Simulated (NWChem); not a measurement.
Species: CH₅AlOS; SMILES [CH3][Al]([OH])[SH]

```xyz
9

Al     0.0924     0.3579    -0.0001
C     -1.3870     1.6403    -0.0003
H     -2.3570     1.1301    -0.0007
H     -1.3548     2.2915    -0.8828
H     -1.3553     2.2909     0.8827
O      1.7596     0.7713     0.0001
H      2.0553     1.6899    -0.0006
S     -0.2805    -1.8119    -0.0001
H      1.0303    -2.1420     0.0000
```
Atoms are numbered in this order, from 1.

Program: NWChem. STO-3G and 3-21G are far too small for this property and stand as cheap habits. All runs use the structure optimised with B3LYP/6-31G* (spherical d). GIAO values for the isolated, static molecule; σ is the absolute isotropic shielding, δ = σ(reference) − σ with the isolated reference molecule computed at the same levels (13C: tetramethylsilane, 1H: tetramethylsilane, 17O: water).

```tsv
level	σ Al1 (ppm)	δ C2 (ppm)	δ H3 (rotor mean) (ppm)	δ O6 (ppm)	δ H7 (ppm)	σ S8 (ppm)	δ H9 (ppm)	relative time
LDA (Slater exchange, VWN5)/pcSseg-1	324.3	-12.7	-0.28	88.8	2.90	709.1	1.33	8
PBE/pcSseg-1	347.3	-12.4	-0.31	76.7	2.56	717.4	0.97	10
PBE0/pcSseg-1	363.1	-12.1	-0.29	62.4	2.39	739.8	1.07	10
Hartree-Fock/STO-3G	395.0	-1.9	-0.40	-29.5	-1.19	940.7	-1.62	1
```

The last column is a rough cost ratio, cheapest run = 1.
